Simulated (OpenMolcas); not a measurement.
# Mg+: effect of the level shift or regulariser

* Program: OpenMolcas
* Basis: ANO-RCC-VTZP [5s4p2d1f]
* Scalar Hamiltonian: DKH2, point nucleus
* Active space: 1 electron in 4 orbitals (3s 3p)
* State averaging: 2S+1 = 2 even, 1 root; 2S+1 = 2 odd, 3 roots
* Spin-orbit coupling: state interaction with AMFI integrals over the reference wave functions, term energies averaged over their components

Methods on the same reference wave functions:
A. CASSCF
B. SS-CASPT2, IPEA 0.25 Eh, imaginary shift 0.1 Eh (closed shells correlated: 2s 2p)
C. SS-CASPT2, IPEA 0.25 Eh, real shift 0.2 Eh (closed shells correlated: 2s 2p)

Energies in cm⁻¹ above 3s ²S_1/2, the measured ground level; measured values from NIST Handbook of Basic Atomic Spectroscopic Data.

| Level | A | B | C | Measured |
| --- | --- | --- | --- | --- |
| 3s ²S_1/2 | 0.0 | 0.0 | 0.0 | 0.0 |
| 3p ²P°_1/2 | 34620 | 35334 | 35333 | 35669 |
| 3p ²P°_3/2 | 34690 | 35403 | 35402 | 35761 |

Deviations, from unrounded energies. A percentage is the sum of absolute deviations over the sum of measured energies, with the sign that they share, or ± where signs differ.

| Against measurement | Levels | A | B | C |
| --- | --- | --- | --- | --- |
| mean absolute deviation (cm-1) | 2 | 1100 | 350 | 350 |
| other configurations (%) | 2 | -3.0 | -1.0 | -1.0 |

B, C lie about equally close to measurement and A furthest from it. The largest miss of B in the table is 3p ²P°_3/2, by -360 cm-1. The ranking rests on the paired levels alone, and a cruder setting can come out closer through cancelling errors.

Between B and C no level of the table moves by more than 5 cm-1.

The lowest spin-free term lies below A's lowest term by 0.237 hartree in B, 0.237 hartree in C.

ANO sets are built for ground and valence states and can reach diffuse excited orbitals poorly. With one active electron the reference holds no correlation, so core polarisation is missing (holds for A). With one active electron, CASPT2 adds the correlation within the correlated inactive shells and between them and that electron, and leaves the splitting within a term as the reference gives it (holds for B; C). Measured partners are found by configuration, term and J. A level has none where our copy of the source lacks it or the pairing is in doubt (some pairs that miss far off the trend of their configuration count as doubtful), and it then counts in no deviation. Levels of configurations outside the active space are missing.

° marks odd parity.
